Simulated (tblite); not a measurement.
Species: C₄H₁₀BO₃ (doublet state).
Bonds: C1–C2, C2–B3, B3–O4, B3–O5, O5–C6, C6–C7, C7–O8. Hydrogens: H9, H10, H11 on C1; H12, H13 on C2; H14 on O4; H15, H16 on C6; H17, H18 on C7.

Computed with GFN2-xTB (tblite), gas phase: L-BFGS steps from a force-field or distance-geometry start until the largest atomic force falls under 0.01 eV/Å.

Step 27: E = -736.7603 eV
```
atom  x, y, z in Å  |  force x, y, z in eV/Å
C1     -2.9530   -0.0207   -0.3458    0.104  -0.043  -0.003
C2     -1.7169   -0.8267    0.0929   -0.029  -0.002   0.050
B3     -0.4257    0.1080    0.2782   -0.044  -0.115  -0.010
O4     -0.5251    1.3751    0.7614    0.096  -0.040  -0.141
O5      0.7732   -0.3977   -0.0910   -0.022   0.036  -0.064
C6      1.9127    0.4203   -0.2402    0.014   0.019   0.020
C7      3.1815   -0.3079    0.2164    0.010  -0.024   0.045
O8      4.3234    0.2510   -0.0774    0.030  -0.031   0.006
H9     -2.6815    0.7106   -1.1062   -0.010  -0.051  -0.038
H10    -3.3818    0.5210    0.4996   -0.035  -0.115  -0.089
H11    -3.7092   -0.6780   -0.7724   -0.017   0.065   0.146
H12    -1.9400   -1.3296    1.0367   -0.057  -0.039  -0.029
H13    -1.5096   -1.6186   -0.6290   -0.018   0.114   0.007
H14    -1.4268    1.6445    0.9178   -0.051   0.126   0.111
H15     1.7905    1.3511    0.3214    0.020   0.062   0.021
H16     2.0100    0.6748   -1.3034    0.055   0.014   0.001
H17     3.1194   -0.4996    1.3184   -0.025   0.029   0.045
H18     3.1501   -1.3712   -0.1385   -0.020  -0.004  -0.078
```

Step 28: E = -736.7654 eV
```
atom  x, y, z in Å  |  force x, y, z in eV/Å
C1     -2.9541   -0.0258   -0.3453    0.092  -0.030   0.000
C2     -1.7140   -0.8264    0.0898    0.004  -0.001   0.050
B3     -0.4249    0.1152    0.2672   -0.035  -0.100   0.005
O4     -0.5289    1.3828    0.7506   -0.030  -0.046  -0.100
O5      0.7768   -0.3845   -0.1015   -0.090   0.011  -0.055
C6      1.9185    0.4312   -0.2420   -0.027   0.004   0.008
C7      3.1753   -0.3098    0.2195    0.100  -0.023   0.032
O8      4.3286    0.2303   -0.0649    0.045   0.020  -0.016
H9     -2.6854    0.6966   -1.1160   -0.047  -0.065  -0.015
H10    -3.3712    0.5233    0.5015   -0.038  -0.091  -0.104
H11    -3.7207   -0.6844   -0.7536    0.032   0.075   0.139
H12    -1.9312   -1.3263    1.0370   -0.050  -0.046  -0.040
H13    -1.5065   -1.6184   -0.6317   -0.019   0.103   0.013
H14    -1.4336    1.6355    0.9327    0.070   0.113   0.067
H15     1.7977    1.3601    0.3221    0.018   0.071   0.018
H16     2.0190    0.6839   -1.3045    0.078   0.045  -0.016
H17     3.1088   -0.5076    1.3175   -0.053   0.024   0.116
H18     3.1371   -1.3693   -0.1394   -0.049  -0.063  -0.102
```

Q: Estimate the geometry and energy of step 29. (The exact step hangs on the optimiser's Hessian estimate; all steps are aligned on step 28, rigid shifts and turns removed.)

A: E = -736.7706 eV, largest force 0.211 eV/Å
```
atom  x, y, z in Å  |  force x, y, z in eV/Å
C1     -2.9535   -0.0313   -0.3448    0.041  -0.009   0.005
C2     -1.7113   -0.8265    0.0880    0.033  -0.008   0.039
B3     -0.4249    0.1201    0.2573   -0.014  -0.045   0.012
O4     -0.5335    1.3894    0.7372   -0.147  -0.034  -0.032
O5      0.7792   -0.3713   -0.1140   -0.116  -0.006  -0.038
C6      1.9240    0.4423   -0.2438   -0.045  -0.011  -0.003
C7      3.1705   -0.3120    0.2235    0.142  -0.024   0.014
O8      4.3344    0.2097   -0.0527    0.039   0.056  -0.027
H9     -2.6907    0.6819   -1.1267   -0.065  -0.073   0.005
H10    -3.3620    0.5240    0.5010   -0.033  -0.035  -0.082
H11    -3.7320   -0.6889   -0.7320    0.071   0.047   0.100
H12    -1.9235   -1.3249    1.0366   -0.050  -0.056  -0.033
H13    -1.5030   -1.6165   -0.6338   -0.015   0.063   0.000
H14    -1.4382    1.6292    0.9491    0.192   0.088   0.007
H15     1.8055    1.3708    0.3226    0.009   0.049   0.009
H16     2.0289    0.6944   -1.3056    0.099   0.065  -0.017
H17     3.0977   -0.5158    1.3187   -0.072   0.021   0.147
H18     3.1238   -1.3682   -0.1416   -0.069  -0.089  -0.107
```

The energy changes by -0.0052 eV. The first-order estimate −F·Δx gives -0.0072 eV and the mean of the old and new forces, exact on a quadratic surface, -0.0052 eV. The step makes an angle of 75° with the force vector and moves no atom by more than 0.025 Å.

What follows is the cost of the whole relaxation. Hardware: Arm Neoverse V2, one thread, shared host with 96 logical CPUs at a one-minute load of 28. Cost: 0.47 s of wall time.
